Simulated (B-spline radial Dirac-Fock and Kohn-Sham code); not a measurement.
Z = 66 (dysprosium), transition energy 500 keV. These are calculated numbers from a radial finite-basis atomic code; the model is a Dirac-Hartree-Slater potential of the neutral atom with a Latter tail (no hole, which puts coefficients of high multipoles low close above an edge), finite nucleus with surface currents. Subshells that would emit electrons below 1 keV are left out.

Q: A pure transition shows α(K) = 0.204, L1/L2 = 6.52 and L1/L3 = 9.11. What is its multipolarity?
A. M2
B. E3
C. E4
D. M3
E. M1
F. E1
G. E2
H. M4

A: D. For comparison, α(K), L1/L2, L1/L3 are E1 0.00439, 13.5, 13.2; E2 0.0122, 2.79, 5.10; E3 0.0313, 0.992, 2.61; E4 0.0784, 0.521, 1.62; M1 0.0252, 15.0, 96.1; M2 0.0783, 9.58, 32.1; M4 0.521, 4.81, 3.99.
